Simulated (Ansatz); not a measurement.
```tsv
atom	x (Å)	y (Å)	z (Å)
Mg	0.0000	0.0000	0.0000
H	0.0000	0.0000	4.8160
```

Basis set: pcseg-2 (spherical functions). Charge 0, multiplicity 4.

Computed with Ansatz (development build ahead of 0.2.0); each method stands on the lowest determinant of its kind that the runs found.

Give the atomization energy at this shape (free ground-state atoms in the same class of orbitals less the molecule, no zero-point energy) of quartet MgH in separate pieces by PBE0 (unrestricted), UHF.

```csv
method,atomization energy
PBE0 (unrestricted),-59.20 kcal/mol
UHF,-43.16 kcal/mol
```

Caution: another spin multiplicity may lie lower; the molecule lies well above its atoms at this level. Caution for PBE0 (unrestricted): charge can spread falsely over distant fragments.

The shape needn't be a minimum at these levels.
